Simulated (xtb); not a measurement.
Input for xtb: GFN2-xTB on CH4OSn (SMILES [CH3][Sn][OH]), a point of a bond scan (R = 1.060 Å).

```
$ xtb mol.xyz --gfn 2 --sp --chrg 0 --uhf 0
7

Sn     0.02238006    -0.06360862     0.38858019
C      0.41947667     1.60722086    -0.98166041
H     -0.20201734     2.46931644    -0.72594186
H      0.20079564     1.28779189    -2.00052818
H      1.46422512     1.92099925    -0.91166492
O     -0.53752719    -1.25054683    -1.13046981
H     -0.82476096    -2.22523512    -0.82982206
```

It printed:

```
[...]
           -------------------------------------------------
          |                Calculation Setup                |
           -------------------------------------------------



           -------------------------------------------------
          |                 G F N 2 - x T B                 |
           -------------------------------------------------

        Reference                      10.1021/acs.jctc.8b01176
      * Hamiltonian:
        H0-scaling (s, p, d)           1.850000    2.230000    2.230000
        zeta-weighting                 0.500000
      * Dispersion:
        s8                             2.700000
        a1                             0.520000
        a2                             5.000000
        s9                             5.000000
      * Repulsion:
        kExp                           1.500000    1.000000
        rExp                           1.000000
      * Coulomb:
        alpha                          2.000000
        third order                    shell-resolved
        anisotropic                    true
        a3                             3.000000
        a5                             4.000000
        cn-shift                       1.200000
        cn-exp                         4.000000
        max-rad                        5.000000


          ...................................................
          :                      SETUP                      :
          :.................................................:
          :  # basis functions                  22          :
          :  # atomic orbitals                  21          :
          :  # shells                           11          :
          :  # electrons                        18          :
          :  max. iterations                   250          :
          :  Hamiltonian                  GFN2-xTB          :
          :  restarted?                      false          :
          :  GBSA solvation                  false          :
          :  PC potential                    false          :
          :  electronic temp.          300.0000000     K    :
          :  accuracy                    1.0000000          :
          :  -> integral cutoff          0.2500000E+02      :
          :  -> integral neglect         0.1000000E-07      :
          :  -> SCF convergence          0.1000000E-05 Eh   :
          :  -> wf. convergence          0.1000000E-03 e    :
          :  Broyden damping             0.4000000          :
          :  net charge                          0          :
          :  unpaired electrons                  0          :
          ...................................................

 iter      E             dE          RMSdq      gap      omega  full diag
   1     -9.9507936 -0.995079E+01  0.314E+01    1.70       0.0  T
   2    -10.0087186 -0.579250E-01  0.169E+01    6.05       1.0  T
   3    -10.4094015 -0.400683E+00  0.964E+00    2.88       1.0  T
   4    -10.1834480  0.225953E+00  0.141E+01    2.27       1.0  T
   5    -10.3784923 -0.195044E+00  0.632E+00    2.76       1.0  T
   6    -10.4154587 -0.369665E-01  0.175E-01    3.24       1.0  T
   7    -10.4154040  0.547200E-04  0.156E-01    3.24       1.0  T
   8    -10.4154703 -0.662553E-04  0.151E-01    3.23       1.0  T
   9    -10.4154995 -0.291973E-04  0.651E-02    3.23       1.0  T
  10    -10.4155037 -0.422506E-05  0.454E-02    3.22       1.0  T
  11    -10.4155072 -0.347174E-05  0.666E-03    3.22       5.7  T
  12    -10.4155074 -0.233127E-06  0.250E-03    3.22      15.1  T
  13    -10.4155075 -0.433942E-07  0.538E-04    3.22      70.3  T
  14    -10.4155075 -0.172881E-08  0.299E-04    3.22     126.4  T

   *** convergence criteria satisfied after 14 iterations ***

         #    Occupation            Energy/Eh            Energy/eV
      -------------------------------------------------------------
         1        2.0000           -0.7988024             -21.7365
       ...           ...                  ...                  ...
         3        2.0000           -0.5454058             -14.8412
         4        2.0000           -0.5113621             -13.9149
         5        2.0000           -0.4457097             -12.1284
         6        2.0000           -0.4393700             -11.9559
         7        2.0000           -0.4265925             -11.6082
         8        2.0000           -0.4265748             -11.6077
         9        2.0000           -0.3565277              -9.7016 (HOMO)
        10                         -0.2382377              -6.4828 (LUMO)
        11                         -0.1463196              -3.9816
        12                         -0.1293028              -3.5185
        13                         -0.0723219              -1.9680
        14                         -0.0638522              -1.7375
       ...                                ...                  ...
        21                          0.3790285              10.3139
      -------------------------------------------------------------
                  HL-Gap            0.1182900 Eh            3.2188 eV
             Fermi-level           -0.2973827 Eh           -8.0922 eV

 SCC (total)                   0 d,  0 h,  0 min,  0.007 sec
 SCC setup                      ...        0 min,  0.000 sec (  1.631%)
 Dispersion                     ...        0 min,  0.000 sec (  0.697%)
 classical contributions        ...        0 min,  0.000 sec (  0.281%)
 integral evaluation            ...        0 min,  0.001 sec ( 15.919%)
 iterations                     ...        0 min,  0.004 sec ( 60.695%)
 molecular gradient             ...        0 min,  0.001 sec ( 18.894%)
 printout                       ...        0 min,  0.000 sec (  1.586%)

         :::::::::::::::::::::::::::::::::::::::::::::::::::::
         ::                     SUMMARY                     ::
         :::::::::::::::::::::::::::::::::::::::::::::::::::::
         :: total energy             -10.354620013568 Eh    ::
         :: gradient norm              0.097098894939 Eh/a0 ::
         :: HOMO-LUMO gap              3.218834231244 eV    ::
         ::.................................................::
         :: SCC energy               -10.415507170834 Eh    ::
         :: -> isotropic ES            0.030913223149 Eh    ::
         :: -> anisotropic ES          0.004906567035 Eh    ::
         :: -> anisotropic XC          0.000737481947 Eh    ::
         :: -> dispersion             -0.003028147792 Eh    ::
         :: repulsion energy           0.060887157266 Eh    ::
         :: add. restraining           0.000000000000 Eh    ::
         :: total charge               0.000000000000 e     ::
         :::::::::::::::::::::::::::::::::::::::::::::::::::::

           -------------------------------------------------
          |                Property Printout                |
           -------------------------------------------------

    * Orbital Energies and Occupations

         #    Occupation            Energy/Eh            Energy/eV
      -------------------------------------------------------------
         1        2.0000           -0.7988024             -21.7365
         2        2.0000           -0.6283978             -17.0996
         3        2.0000           -0.5454058             -14.8412
         4        2.0000           -0.5113621             -13.9149
         5        2.0000           -0.4457097             -12.1284
         6        2.0000           -0.4393700             -11.9559
         7        2.0000           -0.4265925             -11.6082
         8        2.0000           -0.4265748             -11.6077
         9        2.0000           -0.3565277              -9.7016 (HOMO)
        10                         -0.2382377              -6.4828 (LUMO)
Note: The following floating-point exceptions are signalling: IEEE_UNDERFLOW_FLAG IEEE_DENORMAL
normal termination of xtb
        11                         -0.1463196              -3.9816
        12                         -0.1293028              -3.5185
        13                         -0.0723219              -1.9680
        14                         -0.0638522              -1.7375
        15                         -0.0607888              -1.6541
        16                          0.0316619               0.8616
        17                          0.1422207               3.8700
        18                          0.2128081               5.7908
        19                          0.2536746               6.9028
        20                          0.2783085               7.5732
        21                          0.3790285              10.3139
      -------------------------------------------------------------
                  HL-Gap            0.1182900 Eh            3.2188 eV
             Fermi-level           -0.2973827 Eh           -8.0922 eV

     #   Z          covCN         q      C6AA      α(0)
     1  50 Sn       1.644     0.318   452.146    45.734
     2   6 C        3.644    -0.210    25.069     7.197
     3   1 H        0.924     0.035     2.517     2.481
     4   1 H        0.925     0.066     2.126     2.280
     5   1 H        0.924     0.035     2.517     2.481
     6   8 O        1.543    -0.516    23.314     6.514
     7   1 H        0.780     0.272     0.819     1.424

 Mol. C6AA /au·bohr⁶  :       1303.280620
 Mol. C8AA /au·bohr⁸  :      91750.334051
 Mol. α(0) /au        :         68.111003


Wiberg/Mayer (AO) data.
largest (>0.10) Wiberg bond orders for each atom

 ---------------------------------------------------------------------------
     #   Z sym  total        # sym  WBO       # sym  WBO       # sym  WBO
 ---------------------------------------------------------------------------
     1  50 Sn   2.466 --     6 O    1.226     2 C    1.082
     2   6 C    3.947 --     1 Sn   1.082     4 H    0.950     3 H    0.948
                             5 H    0.948
     3   1 H    0.999 --     2 C    0.948
     4   1 H    0.996 --     2 C    0.950
     5   1 H    0.999 --     2 C    0.948
     6   8 O    2.146 --     1 Sn   1.226     7 H    0.901
     7   1 H    0.926 --     6 O    0.901
 ---------------------------------------------------------------------------

Topologies differ in total number of bonds
Writing topology from bond orders to xtbtopo.mol

molecular dipole:
                 x           y           z       tot (Debye)
 q only:        0.056      -0.148       0.940
   full:        0.095      -0.187       1.402       3.604
molecular quadrupole (traceless):
                xx          xy          yy          xz          yz          zz
 q only:        0.037       0.577       2.024      -0.570      -1.065      -2.060
  q+dip:       -0.788       1.122       3.043      -0.814      -2.071      -2.255
   full:        2.416      -0.231       2.296      -1.182      -1.107      -4.712


           -------------------------------------------------
          | TOTAL ENERGY              -10.354620013568 Eh   |
          | GRADIENT NORM               0.097098894939 Eh/α |
          | HOMO-LUMO GAP               3.218834231244 eV   |
           -------------------------------------------------

------------------------------------------------------------------------
------------------------------------------------------------------------
 total:
 SCF:
```

The run finished.

Cost: about 0.04 core-seconds (a rough figure).
